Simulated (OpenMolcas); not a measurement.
An OpenMolcas run meant for Co2+ (ANO-RCC-VQZP, X2C; inactive shells 1s 2s 2p 3s 3p; intended active space 7 electrons in 5 orbitals (3d)). One step of its input:

```
&RASSCF
FileOrb=start.orb
Symmetry=1
Spin=4
nActEl=7 0 0
Inactive=3 6
Ras2=5 0
CIRoot=10 10 1
SDav=10
CIMx=300
Iter=5 100
PrWF=0.3
OrbListing=Nothing
MaxOrb=0
Atom
>>> COPY $Project.JobIph JOB001
```

Lines from the output:

```
...
      sym 1:   1.101219   1.898781   1.101219   1.898781   1.000000
      Natural orbitals and occupation numbers for root  2
      sym 1:   1.951485   1.048515   1.000000   1.951485   1.048515
      Natural orbitals and occupation numbers for root  3
      sym 1:   1.226077   1.000000   1.773923   1.226077   1.773923
::    RASSCF root number  1 Total energy:  -1391.04690745
::    RASSCF root number  2 Total energy:  -1391.04690745
::    RASSCF root number  3 Total energy:  -1391.04690745
::    RASSCF root number  4 Total energy:  -1391.04690745
::    RASSCF root number  5 Total energy:  -1391.04690745
::    RASSCF root number  6 Total energy:  -1391.04690745
::    RASSCF root number  7 Total energy:  -1391.04690745
::    RASSCF root number  8 Total energy:  -1390.96128420
::    RASSCF root number  9 Total energy:  -1390.96128420
::    RASSCF root number 10 Total energy:  -1390.96128420
                  YZ=  8.3631E-02              ZZ= -3.3637E-01
--
  Molden files will not be produced
      Average orbitals are written to the RASORB file
--- Stop Module: rasscf at  /rc=_RC_NOT_CONVERGED_ ---
.#######################.
.# Convergence problem #.
.#######################.
```

Q: What is wrong with the input?

A: The iteration limit is far too low, so the equations stop before they converge.
